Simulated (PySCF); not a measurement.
Delta-SCF ions had no search for a lower state. Excitations are Tamm–Dancoff values on a coarser integration grid. The basis has no diffuse functions, so Rydberg states are missing or too high.

Species: Cl2F2Si, SMILES `F[Si](F)(Cl)Cl` (charge 0, multiplicity 1).

Estimate the S1 excitation (TDA), vertical ionisation energy (Delta-SCF), HOMO–LUMO gap, T1 excitation (TDA) and S1 oscillator strength that ωB97X-D3(BJ)/def2-TZVP // PBE0-D3(BJ)/def2-TZVP in PySCF 2.14.0 returns for this input.


The S1 excitation (TDA) is 8.99 eV, the vertical ionisation energy (Delta-SCF) comes out as 12.67 eV and the HOMO–LUMO gap is 14.81 eV. The T1 excitation (TDA) is 8.33 eV and the S1 oscillator strength is 0.044.
